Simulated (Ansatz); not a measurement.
Consider the redistribution: `CO[Si](C)(N)Br` + `C[SeH]` → `C[SiH](N)Br` + `COC[SeH]`.

Isolated molecules relaxed with PBE0-D4/def2-TZVP in Ansatz; ΔE leaves out vibrations. CCSD(T)/CBS adds triple-zeta CCSD(T) − MP2 to the extrapolated MP2 energy (def2 sets, frozen cores). DFT in def2-TZVPP. For Br, Se outer-core shells are correlated without core-valence functions, which leaves a few kJ/mol of doubt a bond. Scalar relativity is left out up to krypton. Each species was taken in one conformer, which may not be the lowest.

```
  level  ΔE (kJ/mol)
ωB97X-V        178.5
   PBE0        169.9
```

Problem. What does CCSD(T)/CBS give? (An estimate is asked.)

Solution. The calculation gave: +182.7 kJ/mol. The listed levels differ from it by -4.2, -12.8 kJ/mol.

Largest T1 diagnostic among the species: 0.010.

The D4 term adds +4.6 kJ/mol with B3LYP and +2.8 kJ/mol with PBE0; it sums over pairs of atoms, weighted by their polarisabilities, and B3LYP, whose exchange is more repulsive, gets the larger term. From PBE to PBE0 (25 % exact exchange), in def2-TZVPP and without D4, ΔE moves by +10.5 kJ/mol.

B3LYP here is the variant with VWN-RPA as its local correlation; programs differ in this.
